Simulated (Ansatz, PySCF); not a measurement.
B(F)(NH2)(NMe2) (C2H8BFN2), SMILES CN(C)B(N)F. Atoms are numbered in the order given.

```xyz
14

B      0.6214    -0.4456     0.1357
F      1.5325    -0.6147    -0.8537
N      0.8495    -1.1498     1.3423
H      0.2155    -1.1814     2.1267
H      1.6698    -1.7315     1.4489
N     -0.4765     0.4208    -0.1114
C     -0.7066     1.0154    -1.4109
C     -1.4888     0.7254     0.8706
H     -1.6653     0.6769    -1.8512
H     -0.7491     2.1202    -1.3482
H      0.1018     0.7417    -2.0999
H     -1.6550     1.8170     0.9455
H     -2.4673     0.2652     0.6258
H     -1.1924     0.3768     1.8698
```
Charge 0, spin multiplicity 1.

Geometry optimised at B3LYP-D3(BJ)/def2-SVP. Other conformers were not sampled.

Two levels are set side by side: PBE-D3(BJ)/def2-SVP (Ansatz, a quantum-chemistry and plane-wave program) and B3LYP-D3(BJ)/def2-SVP (Ansatz). Each level has its own optimised geometry; the coordinates shown are those of the second. Frequencies come from the Hessian of PySCF at each geometry. Differences are taken from unrounded values.

```json
[
 {"quantity": "mean bond length (Å)", "B3LYP-D3(BJ)": "1.210", "PBE-D3(BJ)": "1.217", "PBE-D3(BJ) minus B3LYP-D3(BJ)": "0.007"},
 {"quantity": "bond B1–F2 (Å)", "B3LYP-D3(BJ)": "1.356", "PBE-D3(BJ)": "1.364", "PBE-D3(BJ) minus B3LYP-D3(BJ)": "0.008"},
 {"quantity": "bond B1–N3 (Å)", "B3LYP-D3(BJ)": "1.416", "PBE-D3(BJ)": "1.422", "PBE-D3(BJ) minus B3LYP-D3(BJ)": "0.006"},
 {"quantity": "bond B1–N6 (Å)", "B3LYP-D3(BJ)": "1.420", "PBE-D3(BJ)": "1.429", "PBE-D3(BJ) minus B3LYP-D3(BJ)": "0.008"},
 {"quantity": "bond N6–C7 (Å)", "B3LYP-D3(BJ)": "1.447", "PBE-D3(BJ)": "1.448", "PBE-D3(BJ) minus B3LYP-D3(BJ)": "0.001"},
 {"quantity": "bond N6–C8 (Å)", "B3LYP-D3(BJ)": "1.443", "PBE-D3(BJ)": "1.444", "PBE-D3(BJ) minus B3LYP-D3(BJ)": "0.001"},
 {"quantity": "bond N3–H4 (Å)", "B3LYP-D3(BJ)": "1.009", "PBE-D3(BJ)": "1.016", "PBE-D3(BJ) minus B3LYP-D3(BJ)": "0.007"},
 {"quantity": "bond N3–H5 (Å)", "B3LYP-D3(BJ)": "1.011", "PBE-D3(BJ)": "1.018", "PBE-D3(BJ) minus B3LYP-D3(BJ)": "0.006"},
 {"quantity": "bond C7–H9 (Å)", "B3LYP-D3(BJ)": "1.108", "PBE-D3(BJ)": "1.116", "PBE-D3(BJ) minus B3LYP-D3(BJ)": "0.008"},
 {"quantity": "bond C7–H10 (Å)", "B3LYP-D3(BJ)": "1.107", "PBE-D3(BJ)": "1.116", "PBE-D3(BJ) minus B3LYP-D3(BJ)": "0.008"},
 {"quantity": "bond C7–H11 (Å)", "B3LYP-D3(BJ)": "1.097", "PBE-D3(BJ)": "1.105", "PBE-D3(BJ) minus B3LYP-D3(BJ)": "0.008"},
 {"quantity": "bond C8–H12 (Å)", "B3LYP-D3(BJ)": "1.107", "PBE-D3(BJ)": "1.115", "PBE-D3(BJ) minus B3LYP-D3(BJ)": "0.008"},
 {"quantity": "bond C8–H13 (Å)", "B3LYP-D3(BJ)": "1.109", "PBE-D3(BJ)": "1.117", "PBE-D3(BJ) minus B3LYP-D3(BJ)": "0.009"},
 {"quantity": "bond C8–H14 (Å)", "B3LYP-D3(BJ)": "1.099", "PBE-D3(BJ)": "1.107", "PBE-D3(BJ) minus B3LYP-D3(BJ)": "0.008"},
 {"quantity": "highest harmonic wavenumber (cm⁻¹)", "B3LYP-D3(BJ)": "3732", "PBE-D3(BJ)": "3663", "PBE-D3(BJ) minus B3LYP-D3(BJ)": "-69"},
 {"quantity": "mean harmonic wavenumber (cm⁻¹)", "B3LYP-D3(BJ)": "1414", "PBE-D3(BJ)": "1377", "PBE-D3(BJ) minus B3LYP-D3(BJ)": "-37"},
 {"quantity": "zero-point energy (kcal/mol)", "B3LYP-D3(BJ)": "72.78", "PBE-D3(BJ)": "70.87", "PBE-D3(BJ) minus B3LYP-D3(BJ)": "-1.92"}
]
```

GGA bonds tend to be longer and softer than those of functionals with exact exchange. Differences between two approximate levels are no errors against the true value.
